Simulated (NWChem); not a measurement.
System: SiBr2, singlet; SMILES Br[Si]Br

The following NWChem deck was run.

```
start job
memory heap 200 mb stack 900 mb global 1100 mb
geometry units angstroms noautoz
  Si     0.000000     0.000000     1.185950
  Br     1.755659     0.000000    -0.230749
  Br    -1.755659     0.000000    -0.230749
end
basis spherical
  * library def2-svp
end
dft
  xc b3lyp
  iterations 150
end
task dft gradient
```

Output (shortened):

```
             Northwest Computational Chemistry Package (NWChem) 7.3.0
             --------------------------------------------------------

 C2V symmetry detected

                             Geometry "geometry" -> ""
                             -------------------------

 Output coordinates in angstroms (scale by  1.889725989 to convert to a.u.)

  No.       Tag          Charge          X              Y              Z
 ---- ---------------- ---------- -------------- -------------- --------------
    1 Si                  14.0000     0.00000000     0.00000000     1.18058250
    2 Br                  35.0000     1.75565900     0.00000000    -0.23611650
    3 Br                  35.0000    -1.75565900     0.00000000    -0.23611650

 Effective nuclear repulsion energy (a.u.)     414.4917859960

      Symmetry information
      --------------------

 Group name             C2v
 Group number             16
 Group order               4
 No. of unique centers     2

                                 NWChem DFT Module
                                 -----------------

 Summary of "ao basis" -> "ao basis" (spherical)
 ------------------------------------------------------------------------------
       Tag                 Description            Shells   Functions and Types
 ---------------- ------------------------------  ------  ---------------------
 Si                         def2-svp                 8       18   4s3p1d
 Br                         def2-svp                12       32   5s4p3d

      Symmetry analysis of basis
      --------------------------

        a1         31
        a2         11
        b1         26
        b2         14

            General Information
            -------------------
          SCF calculation type: DFT
          Wavefunction type:  closed shell.
          No. of atoms     :     3
          No. of electrons :    84
           Alpha electrons :    42
            Beta electrons :    42
          Charge           :     0
          Spin multiplicity:     1
          Use of symmetry is: on ; symmetry adaption is: on
          Maximum number of iterations: 150
          AO basis - number of functions:    82
                     number of shells:    32
          Convergence on energy requested:  1.00D-06
          Convergence on density requested:  1.00D-05
          Convergence on gradient requested:  5.00D-04

              XC Information
              --------------
                         B3LYP Method XC Potential
                     Hartree-Fock (Exact) Exchange  0.200
                        Slater Exchange Functional  0.800 local
                    Becke 1988 Exchange Functional  0.720 non-local
              Lee-Yang-Parr Correlation Functional  0.810
                  VWN I RPA Correlation Functional  0.190 local

             Grid Information
             ----------------
          Grid used for XC integration:  medium
          Radial quadrature: Mura-Knowles
          Angular quadrature: Lebedev.
          Tag              B.-S. Rad. Rad. Pts. Rad. Cut. Ang. Pts.
          ---              ---------- --------- --------- ---------
          Si                  1.10       88           8.0       590
          Br                  1.15      112          10.0       590
          Grid pruning is: on
          Number of quadrature shells:   200
          Spatial weights used:  Erf1

      Superposition of Atomic Density Guess
      -------------------------------------

 Sum of atomic energies:       -5432.91016138

      Non-variational initial energy
      ------------------------------

 Total energy =   -5433.282075
 1-e energy   =   -8392.133731
 2-e energy   =    2544.359871
 HOMO         =      -0.256310
 LUMO         =      -0.045338

      Symmetry analysis of molecular orbitals - initial
      -------------------------------------------------

  Numbering of irreducible representations:

     1 a1          2 a2          3 b1          4 b2

  Orbital symmetries:

     1 b1          2 a1          3 a1          4 a1          5 b1
     6 b1          7 a1          8 b1          9 b2         10 a2
    11 a1         12 a1         13 b1         14 a1         15 b1
    16 a1         17 b2         18 b1         19 a2         20 a1
    21 b1         22 a1         23 b2         24 a1         25 b1
    26 a1         27 b2         28 a2         29 b1         30 a1
    31 b2         32 a2         33 b1         34 a1         35 b1
    36 a1         37 b1         38 a1         39 b2         40 a2
    41 b1         42 a1         43 b2         44 a1         45 b1
    46 a1         47 b1         48 a1         49 a1         50 a1
    51 a2         52 b1

   convergence    iter        energy       DeltaE   RMS-Dens  Diis-err
 ---------------- ----- ----------------- --------- --------- ---------
 d= 0,ls=0.0,diis     1  -5437.1561978184 -5.85D+03  1.74D-02  5.21D-01
 d= 0,ls=0.0,diis     2  -5437.0717804249  8.44D-02  1.21D-02  9.51D-01
 d= 0,ls=0.0,diis     3  -5437.2149428046 -1.43D-01  2.50D-03  2.70D-02
 d= 0,ls=0.0,diis     4  -5437.2198327785 -4.89D-03  4.67D-04  8.25D-04
 d= 0,ls=0.0,diis     5  -5437.2199672512 -1.34D-04  1.00D-04  1.07D-04
  Resetting Diis
 d= 0,ls=0.0,diis     6  -5437.2199806527 -1.34D-05  1.07D-05  3.61D-07
 d= 0,ls=0.0,diis     7  -5437.2199807190 -6.62D-08  2.05D-06  3.58D-09

[...]

                         DFT ENERGY GRADIENTS

    atom               coordinates                        gradient
                 x          y          z           x          y          z
   1 Si      0.000000   0.000000   2.230977    0.000000   0.000000  -0.005865
   2 Br      3.317714   0.000000  -0.446195   -0.004990   0.000000   0.002933
   3 Br     -3.317714   0.000000  -0.446195    0.004990   0.000000   0.002933
```

Level: B3LYP/def2-SVP. Low-valent species are run as closed-shell singlets; no triplet was tried in these runs. Coordinates come from a PBE0/def2-SVP optimisation.
